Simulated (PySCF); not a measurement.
Calculated NMR data

[PySCF 2.14.0 with density-fitted response routines: GFN2-xTB structure; shieldings: GIAO PBE0/pcSseg-1; isolated molecule; no relativistic terms; one conformer; averaged over atoms made equivalent by symmetry, fast rotation or ring inversion]

Shifts are taken against calculated references (same method and geometry level): TMS for 1H and 13C. Splittings of carbon signals by F and P are missing where no couplings were computed. Where no couplings were computed, multiplicities follow the n + 1 count of equivalent neighbours, and m marks all less simple cases (inequivalent or close neighbours, rings, F or P nearby). Shifts are as computed. Against solution values, carbons near 30 ppm lie about +3 ppm off and those near 130 ppm about +5 ppm. Of 1309 compounds with measured shifts, 239 miss one by over three times the rms of a fit or turn the order of signals round; such compounds aren't used in these exercises.

Compound 1 (C6H6F2O). 1H NMR (400 MHz, computed): δ 5.53 (m, 2H), 4.38 (m, 1H), 3.94 (s, 3H). 13C{1H} NMR (computed): δ 176.7 (C), 94.6 (C), 89.3 (C), 74.4 (CH2), 66.5 (CH), 55.1 (CH3). Structure: SMILES C(/C=C(/OC)F)#CCF.

Compound 2 (C6H10OSi2). 1H NMR (400 MHz, computed): δ 7.09 (d, 1H), 6.89 (m, 1H), 5.46 (s, 1H), 5.06 (s, 3H), 4.12 (s, 3H), 3.94 (m, 1H). 13C{1H} NMR (computed): δ 166.1 (C), 160.5 (CH), 148.2 (CH), 120.0 (CH), 56.7 (CH), 39.1 (C). Structure: `C1=C(O[SiH3])[C@H]2[C@]1([SiH3])C=C2`.
